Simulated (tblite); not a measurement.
C5H11BO.
Atom-mapped SMILES: `[CH2:1]=[CH:2][CH2:3][CH2:4][BH:5][O:6][CH3:7]` (hydrogens: H8, H9 on C1; H10 on C2; H11, H12 on C3; H13, H14 on C4; H15 on B5; H16, H17, H18 on C7)

Computed with GFN2-xTB (tblite), gas phase: L-BFGS steps from a force-field or distance-geometry start until the largest atomic force falls under 0.01 eV/Å.

Step 43: E = -588.0091 eV
```
atom  x, y, z in Å  |  force x, y, z in eV/Å
C1     -2.2506   -1.4405    1.4179    0.054   0.002  -0.021
C2     -2.2429   -0.4123    0.5893   -0.012   0.043   0.014
C3     -1.0731    0.0202   -0.2494   -0.015  -0.036  -0.012
C4     -0.0358    0.8114    0.5802   -0.064   0.007   0.004
B5      1.0827    1.5578   -0.2983   -0.017   0.099   0.028
O6      2.2098    1.0311   -0.7479    0.017   0.034  -0.001
C7      2.6814   -0.2839   -0.6042   -0.026   0.010  -0.051
H8     -1.3821   -2.0647    1.5514   -0.008  -0.061  -0.019
H9     -3.1210   -1.7014    1.9995    0.082   0.032  -0.019
H10    -3.1326    0.1971    0.5039    0.001   0.055  -0.012
H11    -0.5873   -0.8563   -0.6819    0.027  -0.044  -0.017
H12    -1.4386    0.6385   -1.0716    0.058   0.040   0.016
H13    -0.5803    1.5520    1.1677   -0.019   0.013   0.033
H14     0.4122    0.1148    1.2938   -0.005   0.032   0.020
H15     0.9814    2.7017   -0.5803   -0.081  -0.147   0.016
H16     2.9417   -0.6409   -1.6049    0.023  -0.097   0.098
H17     1.9476   -0.9533   -0.1501   -0.025   0.031  -0.032
H18     3.5790   -0.2652    0.0197    0.011  -0.012  -0.046
```

Step 44: E = -588.0122 eV
```
atom  x, y, z in Å  |  force x, y, z in eV/Å
C1     -2.2463   -1.4420    1.4148    0.047   0.019  -0.005
C2     -2.2367   -0.4116    0.5891   -0.018   0.021  -0.033
C3     -1.0692    0.0185   -0.2527    0.002  -0.017  -0.007
C4     -0.0364    0.8102    0.5810   -0.033   0.018   0.005
B5      1.0764    1.5594   -0.2972    0.027   0.133  -0.020
O6      2.2020    1.0325   -0.7506    0.042  -0.010   0.009
C7      2.6733   -0.2827   -0.5995   -0.034   0.005  -0.082
H8     -1.3834   -2.0752    1.5452   -0.017  -0.037  -0.028
H9     -3.1151   -1.6901    2.0036    0.068   0.003  -0.015
H10    -3.1240    0.2025    0.5045    0.014   0.043   0.012
H11    -0.5765   -0.8545   -0.6862   -0.010  -0.038  -0.001
H12    -1.4329    0.6388   -1.0741    0.045   0.032   0.011
H13    -0.5769    1.5468    1.1759   -0.058   0.016   0.029
H14     0.4163    0.1114    1.2877    0.006   0.007   0.054
H15     0.9766    2.7024   -0.5846   -0.098  -0.151   0.029
H16     2.9348   -0.6474   -1.5969    0.024  -0.079   0.072
H17     1.9375   -0.9513   -0.1470   -0.008   0.047  -0.008
H18     3.5720   -0.2616    0.0222   -0.001  -0.013  -0.021
```

Step 45: E = -588.0149 eV
```
atom  x, y, z in Å  |  force x, y, z in eV/Å
C1     -2.2417   -1.4426    1.4117    0.029   0.029   0.005
C2     -2.2325   -0.4108    0.5878   -0.009   0.001  -0.060
C3     -1.0660    0.0167   -0.2550    0.022   0.014  -0.008
C4     -0.0383    0.8101    0.5829    0.013   0.019   0.005
B5      1.0712    1.5610   -0.2966    0.060   0.082  -0.035
O6      2.1949    1.0329   -0.7553    0.046  -0.038   0.014
C7      2.6668   -0.2820   -0.5975   -0.024   0.004  -0.071
H8     -1.3846   -2.0851    1.5378   -0.018  -0.011  -0.036
H9     -3.1083   -1.6796    2.0068    0.044  -0.028  -0.002
H10    -3.1171    0.2080    0.5055    0.029   0.029   0.032
H11    -0.5676   -0.8536   -0.6897   -0.039  -0.022   0.021
H12    -1.4264    0.6395   -1.0749    0.025   0.027  -0.011
H13    -0.5754    1.5449    1.1830   -0.087   0.005   0.012
H14     0.4169    0.1100    1.2853    0.017  -0.010   0.079
H15     0.9693    2.7007   -0.5851   -0.101  -0.095   0.016
H16     2.9333   -0.6563   -1.5888    0.010  -0.054   0.017
H17     1.9302   -0.9496   -0.1451    0.000   0.055   0.012
H18     3.5667   -0.2580    0.0223   -0.017  -0.008   0.009
```

Step 46: E = -588.0168 eV
```
atom  x, y, z in Å  |  force x, y, z in eV/Å
C1     -2.2385   -1.4423    1.4094    0.011   0.029   0.003
C2     -2.2307   -0.4105    0.5857    0.008  -0.005  -0.054
C3     -1.0639    0.0156   -0.2559    0.033   0.037  -0.010
C4     -0.0397    0.8108    0.5852    0.044   0.010   0.013
B5      1.0689    1.5616   -0.2965    0.064  -0.002  -0.017
O6      2.1907    1.0324   -0.7605    0.033  -0.043   0.012
C7      2.6635   -0.2818   -0.5982   -0.001   0.001  -0.036
H8     -1.3856   -2.0912    1.5314   -0.012   0.006  -0.039
H9     -3.1029   -1.6734    2.0087    0.021  -0.047   0.011
H10    -3.1134    0.2120    0.5067    0.036   0.021   0.039
H11    -0.5632   -0.8538   -0.6909   -0.049  -0.008   0.034
H12    -1.4216    0.6407   -1.0748    0.013   0.026  -0.031
H13    -0.5761    1.5458    1.1868   -0.089  -0.016  -0.012
H14     0.4153    0.1102    1.2873    0.019  -0.006   0.080
H15     0.9619    2.6978   -0.5827   -0.090  -0.022  -0.011
H16     2.9359   -0.6645   -1.5837   -0.012  -0.033  -0.030
H17     1.9270   -0.9481   -0.1443   -0.001   0.053   0.019
H18     3.5639   -0.2551    0.0212   -0.030  -0.002   0.029
```

Task: Estimate the geometry and energy of step 47. (The exact step hangs on the optimiser's Hessian estimate; all steps are aligned on step 46, rigid shifts and turns removed.)

Result: E = -588.0184 eV, largest force 0.090 eV/Å
```
atom  x, y, z in Å  |  force x, y, z in eV/Å
C1     -2.2359   -1.4415    1.4076   -0.005   0.022  -0.003
C2     -2.2298   -0.4103    0.5831    0.023  -0.001  -0.030
C3     -1.0621    0.0157   -0.2565    0.036   0.044  -0.010
C4     -0.0402    0.8114    0.5879    0.054  -0.002   0.022
B5      1.0686    1.5612   -0.2962    0.046  -0.072   0.008
O6      2.1883    1.0311   -0.7658    0.016  -0.029   0.006
C7      2.6618   -0.2821   -0.6000    0.023  -0.006   0.005
H8     -1.3865   -2.0954    1.5251   -0.001   0.016  -0.039
H9     -3.0982   -1.6697    2.0105    0.006  -0.053   0.014
H10    -3.1108    0.2151    0.5083    0.036   0.020   0.039
H11    -0.5613   -0.8540   -0.6906   -0.044   0.000   0.034
H12    -1.4175    0.6423   -1.0751    0.011   0.023  -0.038
H13    -0.5783    1.5476    1.1883   -0.075  -0.035  -0.032
H14     0.4126    0.1109    1.2925    0.014   0.006   0.064
H15     0.9543    2.6944   -0.5798   -0.071   0.039  -0.039
H16     2.9394   -0.6715   -1.5808   -0.030  -0.017  -0.059
H17     1.9254   -0.9464   -0.1437   -0.003   0.045   0.018
H18     3.5617   -0.2525    0.0203   -0.035   0.000   0.039
```

The energy changes by -0.0016 eV. The first-order estimate −F·Δx gives -0.0021 eV and the mean of the old and new forces, exact on a quadratic surface, -0.0016 eV. The step makes an angle of 65° with the force vector and moves no atom by more than 0.009 Å.

The cost below is that of the whole relaxation. Time: 0.62 s of wall time. Hardware: one thread, Arm Neoverse V2 (aarch64), no GPU, shared host with 32 logical CPUs at a one-minute load of 24.
